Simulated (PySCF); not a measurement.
Fill in the blanks.

Species: C5H4Cl3N.
SMILES: `N#C[C@@H]1C[C@]1(Cl)C(Cl)Cl`

Conformer (atom-mapped SMILES and torsion angles): `[N:1]#[C:2][C@@H:3]1[CH2:4][C@:5]1([Cl:6])[CH:7]([Cl:8])[Cl:9]`: C4–C5–C7–Cl8 -154°.

```csv
property,level,value
point group,PBE0-D3(BJ)/def2-SVP,C1
"rotational constants A, B, C",PBE0-D3(BJ)/def2-SVP,"1.167, 0.847, 0.710 GHz"
dipole moment,B3LYP/def2-SVPD,3.32 D
HOMO energy,B3LYP/def2-SVPD,-8.55 eV
LUMO energy,B3LYP/def2-SVPD,-1.16 eV
lowest singlet excitation,TDDFT B3LYP/def2-SVPD,"6.32 eV (196 nm, f = 0.005)"
strongest line among the 10 lowest singlet transitions,TDDFT B3LYP/def2-SVPD,"S6 at 7.02 eV (177 nm, f = 0.055)"
lowest triplet excitation (Tamm–Dancoff),TDA B3LYP/def2-SVPD,?
static isotropic polarisability,B3LYP/def2-SVPD,?
vertical ionisation energy,ΔSCF B3LYP/def2-SVPD,?
electronic spatial extent ⟨r²⟩ about the centre of nuclear charge,B3LYP/def2-SVPD,1745 bohr²
13C chemical shifts (computed TMS as zero) by class,GIAO PBE/pcSseg-1,"117.7 (1 C), 93.2 (1 C), 62.6 (1 C), 29.8 (1 C), 20.9 (1 C) ppm"
1H chemical shifts (computed TMS as zero) by class,GIAO PBE/pcSseg-1,?
"isotropic shieldings of nuclei other than C and H, by class",GIAO PBE/pcSseg-1,?
core binding energies,"ΔSCF SCAN, pcX-2 on the ionised atom, pcseg-1 elsewhere, spin-free X2C, 2p3/2 from a spin–orbit splitting computed afterwards within the 2p shell",?
```

The electronic properties come from PySCF, for the isolated species, density fitting. Isolated species at its PBE0-D3(BJ)/def2-SVP geometry (one conformer only). The shieldings hold no spin–orbit term; for a carbon that bears several chlorines this term is known to matter.

Give the core binding energies.

Cl2p3/2 206.6, Cl2p3/2 206.6, Cl2p3/2 206.8, C1s 292.2, C1s 292.7, C1s 292.9, C1s 293.5, C1s 294.4, N1s 405.3, Cl1s 2829.2, Cl1s 2829.2, Cl1s 2829.4 eV.

What is the vertical ionisation energy?

10.49 eV.

The lowest triplet excitation (Tamm–Dancoff)?

5.76 eV.

What are the isotropic shieldings of nuclei other than C and H, by class?

-41 (1 N), 632 (1 Cl), 636 (1 Cl), 740 (1 Cl) ppm.

The 1H chemical shifts (computed TMS as zero) by class?

5.68 (1 H), 1.84 (1 H), 1.55 (1 H), 1.39 (1 H) ppm.

What is the static isotropic polarisability?

101.4 au.

The ΔSCF ionisation energy exceeds −ε(HOMO) by 1.94 eV with B3LYP. The dipole matches unit charges of opposite sign 0.69 Å apart (1 e·Å = 4.8032 D). The polarisability is 15.02 Å³ as a volume (1 au = 0.148185 Å³), or 1.10 au for each of the 92 electrons.

For the TDDFT job (B3LYP/def2-SVPD), time: 6.0 min wall. Hardware: Arm Neoverse V1, one thread, shared host.
